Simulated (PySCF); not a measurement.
Calculation: PBE-D3(BJ)/def2-TZVP // B3LYP-D3(BJ)/def2-SVP run with PySCF 2.14.0. All species are isolated molecules in the gas phase. One relaxed conformer stands for a flexible species; it need not be the lowest. 

Reference species (SMILES): `Bc1c(F)ccc2cccnc12` (neutral, multiplicity 1).

The LUMO is -3.23 eV. The S1 oscillator strength comes out as 0.000.

Changed species: `Bc1cc(F)c2ccccc2n1`.

Q: What does the change do to the LUMO and S1 oscillator strength?

A: the LUMO falls by 0.23 eV, to -3.46 eV; the S1 oscillator strength stays essentially unchanged.
